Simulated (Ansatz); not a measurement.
trimethylarsine (C$_{3}$H$_{9}$As), singlet, at a GFN2-xTB geometry. Base run: Ansatz (a program for electronic structure) with SVWN5/3-21G.

Ansatz was given this input:
Ansatz 0.2 input:
```yaml
crystal:
  periodic: [false, false, false]
  atoms:
    - {symbol: C, position_ang: [-0.32867249, 1.72010629, -0.31442495]}
    - {symbol: As, position_ang: [-0.07118324, -0.07407807, 0.46894706]}
    - {symbol: C, position_ang: [1.69397189, -0.42038635, -0.34552691]}
    - {symbol: C, position_ang: [-1.13228284, -1.05722724, -0.87513451]}
    - {symbol: H, position_ang: [-0.12539177, 1.70759584, -1.38419048]}
    - {symbol: H, position_ang: [0.33877682, 2.43834696, 0.15981725]}
    - {symbol: H, position_ang: [-1.35229643, 2.05729688, -0.15707040]}
    - {symbol: H, position_ang: [1.67748643, -0.20032606, -1.41191313]}
    - {symbol: H, position_ang: [1.97485358, -1.46370768, -0.20823160]}
    - {symbol: H, position_ang: [2.45568920, 0.19809385, 0.12726574]}
    - {symbol: H, position_ang: [-0.84168752, -0.76797234, -1.88397732]}
    - {symbol: H, position_ang: [-0.98312248, -2.13022938, -0.76252225]}
    - {symbol: H, position_ang: [-2.19336010, -0.84947794, -0.74391257]}
basis:
  gaussian:
    orbitals: 3-21G.json
hamiltonian:
  xc: {name: SVWN5}
```
The basis file holds 3-21G in the JSON format of the Basis Set Exchange.

Each row names what was changed in the base input (with any setting that the change needs).

```
change                                     E (Eh)
------------------------------------  -----------
base                                  -2339.81658
functional = hf                       -2341.65395
functional = pbe; dispersion = d4     -2343.72832
functional = hse06                    -2343.80928
functional = BHLYP                              …
functional = lc_wpbe                  -2343.85728
functional = wB97M-V                            …
functional = b3lyp5                   -2344.05714
functional = pbe                      -2343.71867
functional = blyp; dispersion = d3bj  -2344.21405
functional = revpbe                   -2344.01508
functional = wB97X-V                            …
functional = cam_b3lyp                          …
```

Task: Complete the blanks.

Result: 
- functional = BHLYP, E (Eh): -2344.13469
- functional = wB97M-V, E (Eh): -2343.99867
- functional = wB97X-V, E (Eh): -2343.98684
- functional = cam_b3lyp, E (Eh): -2344.27588

Totals shift with the method and basis; they matter in differences.
